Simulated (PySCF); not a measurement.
**HSiN + Br₂ → BrSiN + HBr**

Level: PBE0 in the def2-TZVP basis family, all electrons, no relativity, computed in PySCF with density fitting; open shells unrestricted.

```json
{"species": "HSiN", "state and structure": "singlet, C∞v, Si–H 1.487 Å, Si–N 1.557 Å; H–Si–N 180.0°", "ZPE (kJ/mol)": "24.0", "H(298 K) − H(0) (kJ/mol)": "11.1", "S° (J/(mol K))": "225.3"}
{"species": "Br₂", "state and structure": "singlet, D∞h, Br–Br 2.281 Å", "ZPE (kJ/mol)": "2.0", "H(298 K) − H(0) (kJ/mol)": "9.7", "S° (J/(mol K))": "244.8"}
{"species": "BrSiN", "state and structure": "singlet, C∞v, Si–Br 2.171 Å, Si–N 1.559 Å; Br–Si–N 180.0°", "ZPE (kJ/mol)": "11.4", "H(298 K) − H(0) (kJ/mol)": "13.2", "S° (J/(mol K))": "272.3"}
{"species": "HBr", "state and structure": "singlet, C∞v, H–Br 1.421 Å", "ZPE (kJ/mol)": "16.0", "H(298 K) − H(0) (kJ/mol)": "8.7", "S° (J/(mol K))": "198.5"}
```

**Question.** Is the gas-phase reaction uphill or downhill in electronic energy at this level, and by how much?

**Answer.** At PBE0/def2-TZVP, ΔE = -175.9 kJ/mol, downhill. 

**Question.** Add zero-point, thermal and entropy terms for 298.15 K and 1 bar.

**Answer.** ΔZPE = 1.4 and Δ[H(298) − H(0)] = 1.1 kJ/mol give ΔH° = -173.4 kJ/mol. ΔS° = 0.7 J/(mol K), so ΔG° = -173.4 − 298.15 × (0.0007) = -174 kJ/mol.

Each species is the lowest minimum found with this bonding; other isomers or fragments can lie lower.
